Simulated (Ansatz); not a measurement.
ReO₃⁺. Charge 1, multiplicity 5. Geometry r2SCAN-D4/def2-TZVP; atoms count from 1.

```tsv
atom	x (Å)	y (Å)	z (Å)
Re1	0.128	0.066	0.668
O2	1.070	-1.019	1.505
O3	-0.066	0.834	-1.223
O4	-1.131	0.119	-0.950
```

In the def2 sets Re takes a core potential; there is no spin–orbit coupling. The structure holds one bond between oxygen atoms, so isomers without such links may lie far lower. At PBE0-D4/def2-TZVP a triplet of charge 1 lies 0.25 eV below the quintet, each at its own geometry. That triplet is doubtful there (⟨S²⟩ 2.35, where a pure state has 2.00). The structure comes from a short search, and lower isomers may exist.

Problem. Estimate the Mulliken populations from the PBE0/def2-TZVP orbitals of Ansatz.

Solution. 
| atom | charge (e) | spin (α − β) | d electrons |
| --- | --- | --- | --- |
| Re1 | 1.31 | 3.07 | 4.64 |
| O2 | -0.24 | -0.11 | – |
| O3 | -0.03 | 0.52 | – |
| O4 | -0.03 | 0.52 | – |
Mulliken values and Mayer orders depend strongly on the basis.

Problem. Where does the spin sit?

Solution. Summed by element: Re 3.07, O 0.93, of 4 unpaired in all. Largest on single atoms: Re1 3.07, O4 0.52, O3 0.52.

Problem. And the Mayer bond orders between bonded heavy atoms (over 0.3)?

Solution. Re1–O2 2.33 (1.66 Å); Re1–O3 0.65 (2.05 Å); Re1–O4 0.65 (2.05 Å); O3–O4 1.30 (1.31 Å).
